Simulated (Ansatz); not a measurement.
The cluster Al₂Te₂, relaxed as a triplet with UKS B3LYP-D4/def2-SVP in Ansatz, starting from the B3LYP-D4/def2-SVP geometry of the neutral singlet. Force threshold 0.02 eV/Å.

In the def2 sets Te takes a core potential; there is no spin–orbit coupling. At B3LYP-D4/def2-SVP a singlet of charge 0 lies 0.48 eV below the triplet, each at its own geometry. The structure comes from a short search, and lower isomers may exist.

Start:

```tsv
atom	x (Å)	y (Å)	z (Å)
Al1	-1.083	-0.631	-0.992
Al2	1.083	0.633	0.991
Te3	-1.483	0.549	1.271
Te4	1.483	-0.551	-1.269
```

```tsv
step	energy (eV)	largest force component (eV/Å)	SCF passes
1	-27784.2818	0.595	15
2	-27784.2943	0.443	23
3	-27784.3590	0.149	19
4	-27784.3647	0.068	20
5	-27784.3654	0.042	20
6	-27784.3658	0.000	14
```

Force components are those of the run's own axes.

End:

```xyz
4

Al   -1.048   -0.611   -0.959
Al    1.048    0.611    0.959
Te   -1.555    0.577    1.332
Te    1.556   -0.577   -1.332
```

By distances, no bond broke or formed. The bond that changes most is Al1–Te4, from 2.58 to 2.63 Å (atoms count from 1).

No frequencies were taken in this run, so the end may be a saddle point.

Hardware: 4 threads of Arm Neoverse V1 on a shared host. Wall time 12 s.
